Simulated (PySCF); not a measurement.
Isomers of C7H7N. Theory: PBE0-D3(BJ)/def2-SVP geometry optimisation, gas phase in PySCF 2.14.0. One conformer each; no zero-point energy, no entropy. No frequencies were run at this level. Point groups hold within 0.08 Å.

Problem. Rank from lowest to highest electronic energy at this level (kJ/mol).
A. `N#C[C@]12C[C@@H]3[C@H](C1)[C@@H]32`
B. `[H]/[N:1]=[CH:2]\[c:3]1[cH:4][cH:5][cH:6][cH:7][cH:8]1` with N1–C2–C3–C4 0°

Solution. B (0.0), A (229.8).

As drawn, the lower has an aromatic ring, a C=N bond and an N–H bond, which the higher lacks; the higher has a three-membered ring, a four-membered ring and a C≡N group, which the lower lacks.

```tsv
SMILES	E (Eh)	E rel (kJ/mol)	dipole (D)	point group	A, B, C (MHz)
[H]/N=C\c1ccccc1	-325.08433	0.0	2.86	Cs	5213, 1552, 1196
N#C[C@]12C[C@@H]3[C@H](C1)[C@@H]32	-324.99679	229.8	4.20	Cs	4852, 1797, 1635
```

Problem. How do the relative energies change in single points at PBE0/pcSseg-1 (no added dispersion term) on the same geometries?

Solution. 
| SMILES | PBE0-D3(BJ)/def2-SVP (kJ/mol) | PBE0/pcSseg-1 (kJ/mol) | shift |
| --- | --- | --- | --- |
| [H]/N=C\c1ccccc1 | 0.0 | 0.0 | 0.0 |
| N#C[C@]12C[C@@H]3[C@H](C1)[C@@H]32 | 229.8 | 228.9 | -0.9 |

Each column counts from its own lowest isomer. The order is unchanged; the largest shift is 0.9 kJ/mol.
